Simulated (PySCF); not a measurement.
# How methods differ on the excitation energy of Pb

Pb [Xe] 4f14 5d10 6s2 6p2 (3P) → Pb [Xe] 4f14 5d10 6s2 6p1 7s1 (3P), as a difference of total energies. Computed with PySCF 2.14 in aug-cc-pVTZ-PP with ECP60MDF (6s5p4d2f, 55 functions), with scalar relativity through the core potential. Correlated levels: valence: 5s2 5p6 5d10 frozen. The calculations carry no spin-orbit coupling.

```tsv
method	excitation energy (eV)
UHF	3.776
LDA	3.860
PBE	3.731
PBE0	3.836
r2SCAN	3.994
wB97X	3.898
B97-3	3.786
M06-2X	3.847
BLYP	3.727
MP2 (valence)	3.855
SCS-MP2 (valence)	3.847
```

**Question.** How much does correlation contribute at MP2 (valence)?

**Answer.** 3.855 − (3.776) = 0.079 eV, measured against UHF.

Spin-orbit coupling is strong in these open shells (close to jj coupling). The scalar numbers leave it out and a first-order estimate fails, so it can dominate the gap to the real levels.

The promoted electron is Rydberg-like, and one or two diffuse shells describe it only roughly, which tends to raise the upper state.
